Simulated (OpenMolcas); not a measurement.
# 4f ions of charge +3 along the row

```yaml
Program: OpenMolcas 26.06
Method: CASSCF
Basis: ANO-R2
Scalar_Hamiltonian: X2C, finite nucleus
Spin-orbit_coupling: RASSI with atomic mean-field integrals over the reference wave functions, term energies averaged over their components
```

Active space: the 4f shell.

ζ = ±2S·A comes from the whole width of the ground multiplet by E(J) = (A/2) J(J+1), where its levels are at least 85 % pure. Energies in cm-1.

```json
{"Ion": "Pr3+", "Configuration": "4f²", "Lowest level": "³H₄", "Weight (%)": "97", "g": "0.805", "g, pure LS": "0.800", "Next level": "³H₅", "E": "2287", "E measured": "2152", "ζ": "856", "ζ measured": "798"}
{"Ion": "Nd3+", "Configuration": "4f³", "Lowest level": "⁴I°_9/2", "Weight (%)": "98", "g": "0.731", "g, pure LS": "0.727", "Next level": "⁴I°_11/2", "E": "1980", "E measured": "1897", "ζ": "984", "ζ measured": "921"}
{"Ion": "Pm3+", "Configuration": "4f⁴", "Lowest level": "⁵I₄", "Weight (%)": "98", "g": "0.603", "g, pure LS": "0.599", "Next level": "⁵I₅", "E": "1572", "E measured": "", "ζ": "1100", "ζ measured": ""}
{"Ion": "Sm3+", "Configuration": "4f⁵", "Lowest level": "⁶H°_5/2", "Weight (%)": "97", "g": "0.293", "g, pure LS": "0.284", "Next level": "⁶H°_7/2", "E": "1100", "E measured": "", "ζ": "1280", "ζ measured": ""}
{"Ion": "Eu3+", "Configuration": "4f⁶", "Lowest level": "⁷F₀", "Weight (%)": "95", "g": "", "g, pure LS": "", "Next level": "⁷F₁", "E": "387", "E measured": "", "ζ": "1557", "ζ measured": ""}
{"Ion": "Tb3+", "Configuration": "4f⁸", "Lowest level": "⁷F₆", "Weight (%)": "97", "g": "1.495", "g, pure LS": "1.501", "Next level": "⁷F₅", "E": "2093", "E measured": "2052", "ζ": "1698", "ζ measured": "1615"}
{"Ion": "Dy3+", "Configuration": "4f⁹", "Lowest level": "⁶H°_15/2", "Weight (%)": "95", "g": "1.327", "g, pure LS": "1.334", "Next level": "⁶H°_13/2", "E": "3539", "E measured": "", "ζ": "1952", "ζ measured": ""}
{"Ion": "Ho3+", "Configuration": "4f¹⁰", "Lowest level": "⁵I₈", "Weight (%)": "94", "g": "1.243", "g, pure LS": "1.251", "Next level": "⁵I₇", "E": "5124", "E measured": "", "ζ": "2116", "ζ measured": ""}
{"Ion": "Er3+", "Configuration": "4f¹¹", "Lowest level": "⁴I°_15/2", "Weight (%)": "98", "g": "1.197", "g, pure LS": "1.200", "Next level": "⁴I°_13/2", "E": "6572", "E measured": "6508", "ζ": "", "ζ measured": ""}
{"Ion": "Tm3+", "Configuration": "4f¹²", "Lowest level": "³H₆", "Weight (%)": "99", "g": "1.166", "g, pure LS": "1.167", "Next level": "³F₄ [53 %]", "E": "6818", "E measured": "", "ζ": "", "ζ measured": ""}
```

Measured columns use the levels in Martin, Zalubas and Hagan, Atomic Energy Levels: The Rare-Earth Elements, NSRDS-NBS 60 (1978) (Pr3+, Tb3+); the list in Arab et al., J. Quant. Spectrosc. Radiat. Transfer 229, 145 (2019) and Gaigalas et al. (2019), from Wyart et al. (2007) (Nd3+); the list in Tchang-Brillet, Wyart, Meftah and Ait Mammar, Atoms 6, 52 (2018) (Er3+).

The computed ζ goes from 856 (Pr3+) to 2116 cm-1 (Ho3+), a factor of 2.47, rising at every step. It departs from the measured column by +5 to +7 %.

Without dynamic correlation excited terms often stand tens of per cent too high (terms of higher spin than the ground term too low), and those without a measured partner can miss by more than the paired ones. Some levels mix across a computed gap that differs much from the measured one, so their mixing is not that of the real levels (holds for Pr3+; Nd3+; Er3+). High states are left out of the spin-orbit mixing, which shifts the levels that they would mix with (holds for Nd3+; Pm3+; Sm3+; Eu3+; Tb3+; Dy3+; Ho3+; Er3+). Terms from blocks run as CI alone lack orbitals of their own (holds for Eu3+). Some high roots are left out of the spin-orbit mixing, which shifts the levels that they would mix with (holds for Tm3+). Computed and measured levels are paired by configuration, term and J; levels that our copy of the source lacks, or whose pairing is in doubt (as where it misses far off the trend of its configuration), stay unpaired and out of the deviations. Levels of configurations outside the active space are missing.

A share in square brackets marks a mixed level and gives the weight of the term that names it, the lowest over the columns. ° marks odd parity.
